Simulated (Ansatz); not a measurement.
Geometry optimisation, DFT r2SCAN-D3(BJ), scalar-relativistic, plane waves, PAW in Ansatz 0.2.0.

The input (input.yaml):

```yaml
crystal:
  lattice:
    - [7.380323, 0.0, 0.0]
    - [0.0, 7.380323, 0.0]
    - [0.0, 0.0, 7.380323]
  atoms:
    - { symbol: C, position: [0.1179041, -0.0192496, -0.0314122] }
    - { symbol: O, position: [0.0988257, 0.0327549, 0.1532608] }
    - { symbol: H, position: [0.0384408, -0.1425417, -0.0481032] }
    - { symbol: H, position: [0.1688935, 0.142594, 0.1705785] }
    - { symbol: H, position: [0.0653164, 0.0837753, -0.1247025] }
    - { symbol: H, position: [0.2590279, -0.0488391, -0.0673456] }
    - { symbol: C, position: [0.4465837, 0.604835, 0.1309448] }
    - { symbol: O, position: [0.5568189, 0.7018582, 0.2558738] }
    - { symbol: H, position: [0.5310894, 0.5788135, 0.0127264] }
    - { symbol: H, position: [0.4835444, 0.7262263, 0.3622273] }
    - { symbol: H, position: [0.4006215, 0.4745554, 0.1856932] }
    - { symbol: H, position: [0.3279237, 0.6832004, 0.0878011] }
    - { symbol: C, position: [0.7160833, 0.2670355, 0.161791] }
    - { symbol: O, position: [0.6788289, 0.2770218, -0.0271136] }
    - { symbol: H, position: [0.6280408, 0.3662234, 0.226631] }
    - { symbol: H, position: [0.7562394, 0.189371, -0.087105] }
    - { symbol: H, position: [0.6857156, 0.1329596, 0.2182192] }
    - { symbol: H, position: [0.8571719, 0.3014319, 0.1933121] }
    - { symbol: C, position: [0.1909503, 0.3806746, 0.503921] }
    - { symbol: O, position: [0.1360137, 0.2390457, 0.6226466] }
    - { symbol: H, position: [0.0842899, 0.4826156, 0.5089757] }
    - { symbol: H, position: [0.2296588, 0.1468689, 0.619809] }
    - { symbol: H, position: [0.3185497, 0.4437266, 0.5466473] }
    - { symbol: H, position: [0.2051667, 0.3341758, 0.3634986] }
    - { symbol: C, position: [0.2303118, 0.7395586, 0.6865235] }
    - { symbol: O, position: [0.1312932, 0.6341673, 0.8140404] }
    - { symbol: H, position: [0.1688972, 0.8738036, 0.6872212] }
    - { symbol: H, position: [0.1842849, 0.5138985, 0.8151802] }
    - { symbol: H, position: [0.3735686, 0.7530108, 0.7236613] }
    - { symbol: H, position: [0.2215053, 0.6843532, 0.5488373] }
    - { symbol: C, position: [0.7873057, 0.8909864, 0.5177142] }
    - { symbol: O, position: [0.8436327, 0.7087664, 0.4895064] }
    - { symbol: H, position: [0.6399214, 0.8905203, 0.5092527] }
    - { symbol: H, position: [0.9748547, 0.7066678, 0.4966068] }
    - { symbol: H, position: [0.8267252, 0.9420881, 0.6515702] }
    - { symbol: H, position: [0.8402465, 0.9830758, 0.4137935] }
basis:
  ecutwfc: 500.0
kpoints:
  mp_grid: { grid: [1, 1, 1] }
hamiltonian:
  xc: r2scan
  dispersion: d3bj
scf:
  occupations: { method: fermi_dirac, width: 0.02 }
  lower_state_search: "off"
relax:
  f_tol: 0.3
  max_steps: 15
  adjacent_minimum: "off"
```

Run as:

```bash
$ ansatz run input.yaml --threads 1 --pin off --max-ram 3072MiB --backend cpu --events-out ev --progress --plain --runs-dir out
```

**Question.** Where does it end, and by what steps?

**Answer.** The forces met the threshold. The threshold is loose, so the end isn't yet a minimum. The force dipped under the threshold on the way, but the program's further checks kept it going. Limits of this set-up: coarse k mesh. After 13 steps the energy has fallen by 1.827 eV; H22 moved furthest, 1.86 Å.

```
step  energy less start (eV)  largest force component (eV/Å)  accepted
   0                  0.0000                           0.708       yes
   1                 -0.4348                           0.372       yes
   2                 -0.5709                           0.517       yes
   3                 -0.6694                           0.501       yes
   4                 -0.7875                           0.404       yes
   5                 -0.9160                           0.854       yes
   6                 -1.0580                           0.858       yes
   7                 -1.2229                           0.421       yes
   8                 -1.3492                           0.302       yes
   9                 -1.4682                           0.398       yes
  10                 -1.5887                           0.421       yes
  11                 -1.7126                           0.435       yes
  12                 -1.8265                           0.217       yes
  13                 -1.8265                           0.216       yes
```

```xyz
36
Lattice="7.3803 0.0000 0.0000 0.0000 7.3803 0.0000 0.0000 0.0000 7.3803" Properties=species:S:1:pos:R:3
C 0.829 -0.001 0.166
O 0.670 0.066 1.582
H 0.269 -0.869 -0.176
H 1.202 0.803 1.898
H 0.441 0.894 -0.332
H 1.879 -0.128 -0.115
C 3.023 4.588 0.859
O 4.118 5.295 1.423
H 3.193 4.532 -0.223
H 4.221 5.078 2.364
H 2.958 3.558 1.227
H 2.062 5.091 1.045
C 5.068 1.664 0.723
O 4.353 1.670 -0.522
H 4.492 2.260 1.429
H 4.885 1.163 -1.144
H 5.186 0.649 1.114
H 6.053 2.132 0.618
C 2.359 2.432 3.828
O 1.896 2.301 5.176
H 1.500 2.753 3.232
H 2.657 2.150 5.763
H 3.141 3.194 3.745
H 2.739 1.477 3.438
C 1.653 5.708 4.585
O 0.643 4.853 5.113
H 1.350 6.738 4.779
H 1.032 3.971 5.261
H 2.622 5.533 5.066
H 1.763 5.586 3.502
C 5.580 6.697 4.154
O 5.301 5.303 4.246
H 4.656 7.201 3.858
H 6.152 4.907 4.512
H 5.914 7.096 5.125
H 6.354 6.909 3.405
```

The run took 8 min on 1 thread of Arm Neoverse V1, with other jobs on the host, peak memory 1.1 GiB.
